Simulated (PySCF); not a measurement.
SbF3, optimised at PBE0/def2-TZVP:

```xyz
4

Sb    -0.2347     0.0802     0.1205
F      0.1168     0.6147    -1.6541
F      0.1118    -1.7472    -0.1950
F      1.5032     0.4628     0.7468
```

Computed with PySCF (xtb for GFN2) and rigid-rotor harmonic-oscillator thermochemistry at 1 bar. All species are closed-shell singlets. Sb: scalar-relativistic def2 core potential, no spin-orbit coupling.

Task: List the harmonic frequencies (cm⁻¹, unscaled) at this level and at the other levels, each on its own geometry.

Result: 
- PBE0/def2-TZVP: 198, 198, 245, 643, 643, 668
- GFN2-xTB: 143, 143, 181, 400, 400, 421
- PBE/def2-SVP: 178, 179, 220, 622, 622, 630
